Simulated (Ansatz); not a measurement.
`[CH3][Ge]([NH2])([F])[Cl]` + HCl → `[CH3][Ge]([NH2])([Cl])[Cl]` + H–F at 400 K and 1 bar (ligand exchange at a Ge–F bond).

Isolated molecules relaxed with PBE0-D4/def2-TZVP in Ansatz; ΔE leaves out vibrations. CCSD(T)/CBS is the MP2 limit (def2-TZVPP, def2-QZVPP) plus CCSD(T) − MP2 in def2-TZVPP, frozen cores. This one scheme is used for every species. For Ge outer-core shells are correlated without core-valence functions, which leaves a few kJ/mol of doubt a bond. Scalar relativity is left out up to krypton. Each species was taken in one conformer, which may not be the lowest.

| species | CCSD(T)/CBS energy (Eh) | H − E (kJ/mol) | S (J/(mol·K)) |
| --- | --- | --- | --- |
| `[CH3][Ge]([NH2])([F])[Cl]` | -2731.56957 | 211.3 | 410.5 |
| HCl | -460.38127 | 29.6 | 195.4 |
| `[CH3][Ge]([NH2])([Cl])[Cl]` | -3091.55637 | 209.5 | 429.1 |
| H–F | -100.39570 | 36.5 | 182.2 |

H − E and S are ideal-gas, rigid-rotor, harmonic terms from PBE0-D4/def2-TZVP, for one conformer and one mirror image of each species. 1 Eh = 2625.50 kJ/mol, R = 8.31446 J/(mol·K).

Q: By hand: ΔE, ΔH, ΔS and ΔG.

A: ΔE = (-3091.55637) + (-100.39570) − (-2731.56957) − (-460.38127) = -0.00123 Eh = -3.2 kJ/mol. Δ(H − E) = 209.5 + 36.5 − 211.3 − 29.6 = 5.1, so ΔH = 1.9 kJ/mol. ΔS = 429.1 + 182.2 − 410.5 − 195.4 = 5.4 J/(mol·K). ΔG = 1.9 − 400 × (5.4)/1000 = -0.3 kJ/mol.

Q: By hand: the equilibrium constant, and the temperature at which ΔG would vanish if ΔH and ΔS stayed fixed.

A: log₁₀ K = −ΔG/(RT ln 10) = 0.0. ΔG = 0 at ΔH/ΔS = 352 K, though so small a ΔH makes that figure unsure.

TΔS isn't small against ΔH here. The sign of ΔG lies within the doubt. A doubt of 5 kJ/mol in ΔE shifts log₁₀ K by 0.7 here. Other conformers and mirror images would add mixing entropy, several J/(mol·K) or more a flexible species. Modes under 60 cm⁻¹, often nearly free rotors, make the harmonic entropy too high. These are equilibria of isolated gas molecules and say nothing of rates. Largest T1 diagnostic: 0.010 (customary marks: 0.02 for closed shells, 0.045 for open ones).
